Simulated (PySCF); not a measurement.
## [Eu(PH3)]3+ relaxed at several levels

Computed with PySCF 2.14.0, def2-SVP on the ligands, density fitting, scalar-relativistic core potentials, no spin-orbit coupling, vacuum. Each row is relaxed at its own level from the same template. Distances are means of the shortest metal–ligand contacts, charges and spins Mulliken's; removal energies are rigid, with the ligand's formal charge and no counterpoise, so too large; for an anion taken off a cation in vacuum most of it is the attraction of opposite charges, and multiply charged cations can part far more cheaply with an electron moved from ligand to metal. lcecp potentials hold a fixed number of 4f electrons in the core, out of states, spins and gaps.

| level | basis on the metal | point group | M–PH3 (Å) | charge on M (e) | removal of one PH3 (eV) | unstable modes (below −25 cm⁻¹) |
| --- | --- | --- | --- | --- | --- | --- |
| r2SCAN | lcecp-1-SVP with ECP52 | C3v | 2.955 | 2.33 | 5.38 | not given |

Question: What does the calculation give for PBE0, lcecp-1-SVP with ECP52?

Answer: point group: C3v, M–PH3 (Å): 2.942, charge on M (e): 2.31, removal of one PH3 (eV): 5.49, unstable modes (below −25 cm⁻¹): 0.
```xyz
5

Eu    0.0000    0.0000   -0.4264
P     0.0000    0.0000    2.5154
H     1.3275    0.0000    3.0401
H    -0.6637    1.1496    3.0401
H    -0.6637   -1.1496    3.0401
```

One start shape was tried for each, so a minimum needn't be the lowest isomer.
